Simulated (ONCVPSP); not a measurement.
**As (Z = 33) ONCV: all-electron and pseudo phase curves**

ONCVPSP 4.0.1 input, shortened (lines: element, Z, core and valence counts, functional; n l f; lmax; l rc ep ncon nbas qcut; lloc lpopt rc5 dvloc0; l nproj debl; icmod fcfact rcfact), PBE, scalar-relativistic:

```
  As 33.00    5    3        4      upf
    1    0    2.00
    2    0    2.00
    2    1    6.00
    3    0    2.00
    3    1    6.00
    3    2   10.00
    4    0    2.00
    4    1    2.00
    2
    0    1.50    0.00    3    8    4.60
    1    2.05    0.00    4    8    4.30
    2    0.60    0.00    3    8   18.30
    4    2    0.55    3.00
    0    2    1.20
    1    2    3.40
    2    2    3.90
    0    0.00    0.00
```

The phase is arctan(r·R′/R) of the radial function R(r), unwrapped; energies in Ha, scanned from -3 to 5 Ha. A pole is an energy at which the radial function vanishes at the test radius. The pseudo phase is shifted by a multiple of π to meet the all-electron one at the reference energy, and phase errors are pseudo minus all-electron; the curves can meet again beyond the range given. Levels narrower than the energy grid can be missing from the lists of poles.

Q: For each channel, where are the poles, and over which energies does the pseudopotential scatter like the atom?

A:

```json
{"channel": "s", "radius (bohr)": "1.52", "reference energy (Ha)": "-0.86", "poles, all-electron": "2.99", "poles, pseudo": "2.95", "unbroken range about the reference energy with phases within 0.05 rad": "the whole range", "phase error 1 Ha above the reference energy (rad)": "+0.000"}
{"channel": "p", "radius (bohr)": "2.09", "reference energy (Ha)": "-0.49", "poles, all-electron": "0.89", "poles, pseudo": "0.88", "unbroken range about the reference energy with phases within 0.05 rad": "the whole range", "phase error 1 Ha above the reference energy (rad)": "-0.001"}
{"channel": "d", "radius (bohr)": "0.61", "reference energy (Ha)": "-1.85", "poles, all-electron": "none", "poles, pseudo": "none", "unbroken range about the reference energy with phases within 0.05 rad": "the whole range", "phase error 1 Ha above the reference energy (rad)": "-0.000"}
```

Note: ghosts flagged at negative energy: s at -164.9 eV; GHOST(+) flagged for p at 80.7 eV. A true bound ghost makes a file unfit for plane-wave use.

Phases in the p channel:

| E (Ha) | all-electron | pseudo |
| --- | --- | --- |
| -2.98 | 1.267 | 1.266 |
| -2.76 | 1.244 | 1.243 |
| -2.54 | 1.216 | 1.215 |
| -2.32 | 1.181 | 1.179 |
| -2.10 | 1.134 | 1.133 |
| -1.88 | 1.071 | 1.069 |
| -1.66 | 0.980 | 0.978 |
| -1.44 | 0.839 | 0.836 |
| -1.22 | 0.603 | 0.600 |
| -1.00 | 0.199 | 0.197 |
| -0.78 | -0.354 | -0.355 |
| -0.56 | -0.816 | -0.816 |
| -0.34 | -1.095 | -1.095 |
| -0.12 | -1.261 | -1.261 |
| 0.10 | -1.367 | -1.368 |
| 0.32 | -1.443 | -1.444 |
| 0.54 | -1.500 | -1.501 |
| 0.76 | -1.547 | -1.548 |
| 0.98 | -1.587 | -1.589 |
| 1.20 | -1.625 | -1.627 |
| 1.42 | -1.662 | -1.664 |
| 1.64 | -1.701 | -1.704 |
| 1.86 | -1.745 | -1.748 |
| 2.08 | -1.798 | -1.801 |
| 2.30 | -1.867 | -1.870 |
| 2.52 | -1.965 | -1.968 |
| 2.74 | -2.121 | -2.124 |
| 2.96 | -2.403 | -2.423 |
| 3.18 | -2.926 | -2.899 |
| 3.40 | -3.578 | -3.537 |
| 3.62 | -4.002 | -3.969 |
| 3.84 | -4.224 | -4.201 |
| 4.06 | -4.352 | -4.334 |
| 4.28 | -4.433 | -4.418 |
| 4.50 | -4.489 | -4.476 |
| 4.72 | -4.530 | -4.519 |
| 4.94 | -4.563 | -4.553 |
